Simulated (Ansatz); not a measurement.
The geometry has D3h symmetry (within 0.05 Å) and had no frequency check at the DFT level, so a distortion to lower symmetry isn't ruled out.

Cartesian coordinates (Å):
```xyz
12

B     -1.6260     0.9391    -0.0020
P     -1.5516    -0.8956    -0.0069
B     -0.0003    -1.8777     0.0010
P      1.5514    -0.8960    -0.0044
B      1.6263     0.9386     0.0006
P      0.0003     1.7916    -0.0065
H     -2.6649     1.5389    -0.0025
H     -2.7701    -1.5987     0.0041
H     -0.0004    -3.0773     0.0026
H      2.7697    -1.5995     0.0086
H      2.6652     1.5382     0.0017
H      0.0005     3.1984     0.0035
```
Charge 0, spin multiplicity 1.

The numbers are results of Ansatz (a quantum-chemistry and plane-wave program) with frozen-core CCSD(T)/def2-SVP // B3LYP-D3(BJ)/def2-SVP, not measurements.

The HF energy is -1099.39059 Ha and the MP2 correlation energy is -0.61535 Ha.

Q: Estimate the CCSD correlation energy, the (T) correction, the total energy and the T1 diagnostic.

A: 
```yaml
CCSD correlation energy: -0.68594 Ha
"(T) correction": -0.03246 Ha
CCSD(T) total energy: -1100.10899 Ha
T1 diagnostic: 0.022
```
